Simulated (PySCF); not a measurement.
**P (phosphorus, neutral) across methods**

[Ne] 3s1 3p3 3d1, high-spin 6D determinant (an excited configuration). All numbers are calculated (PySCF 2.14, the non-relativistic Hamiltonian (point nucleus), in dyall-av3z (19s12p3d2f, 84 functions)). The B2PLYP total includes its PT2 part (frozen core); its orbital energies are those of the SCF part.

```json
{"method": "UHF", "E (hartree)": "-340.26121", "mean ε 3s α (eV)": "-27.174", "mean ε 3p α (eV)": "-14.557", "mean ε 3d α (eV)": "-1.535", "Σ⟨r²⟩ (bohr²)": "39.80", "⟨S²⟩": "8.750"}
{"method": "r2SCAN", "E (hartree)": "-340.7452", "mean ε 3s α (eV)": "-19.362", "mean ε 3p α (eV)": "-9.825", "mean ε 3d α (eV)": "0.556", "Σ⟨r²⟩ (bohr²)": "40.12", "⟨S²⟩": "8.750"}
{"method": "B2PLYP", "E (hartree)": "-340.6181", "mean ε 3s α (eV)": "-22.927", "mean ε 3p α (eV)": "-11.954", "mean ε 3d α (eV)": "-0.395", "Σ⟨r²⟩ (bohr²)": "40.19", "⟨S²⟩": "8.750"}
{"method": "PBE", "E (hartree)": "-340.5927", "mean ε 3s α (eV)": "-18.360", "mean ε 3p α (eV)": "-9.338", "mean ε 3d α (eV)": "0.544", "Σ⟨r²⟩ (bohr²)": "40.34", "⟨S²⟩": "8.750"}
{"method": "PBE0", "E (hartree)": "-340.6260", "mean ε 3s α (eV)": "-20.701", "mean ε 3p α (eV)": "-10.759", "mean ε 3d α (eV)": "-0.023", "Σ⟨r²⟩ (bohr²)": "40.06", "⟨S²⟩": "8.750"}
{"method": "TPSSh", "E (hartree)": "-340.7662", "mean ε 3s α (eV)": "-19.514", "mean ε 3p α (eV)": "-9.969", "mean ε 3d α (eV)": "0.342", "Σ⟨r²⟩ (bohr²)": "40.13", "⟨S²⟩": "8.750"}
{"method": "BP86", "E (hartree)": "-340.7832", "mean ε 3s α (eV)": "-18.440", "mean ε 3p α (eV)": "-9.414", "mean ε 3d α (eV)": "0.431", "Σ⟨r²⟩ (bohr²)": "40.45", "⟨S²⟩": "8.750"}
{"method": "LDA", "E (hartree)": "-339.4760", "mean ε 3s α (eV)": "-18.322", "mean ε 3p α (eV)": "-9.372", "mean ε 3d α (eV)": "0.575", "Σ⟨r²⟩ (bohr²)": "40.54", "⟨S²⟩": "8.750"}
```

**Question.** Estimate the same row for CAM-B3LYP.

**Answer.** E (hartree) = -340.7378; mean ε 3s α (eV) = -22.160; mean ε 3p α (eV) = -11.939; mean ε 3d α (eV) = -0.726; Σ⟨r²⟩ (bohr²) = 40.10; ⟨S²⟩ = 8.750.

The outer electron is Rydberg-like, and this basis confines it to a smaller radius and binds it less than a complete one would.

The highest occupied level is positive at r2SCAN, PBE, TPSSh, BP86, LDA: only the finite basis holds that electron, which in a density functional comes from self-interaction.
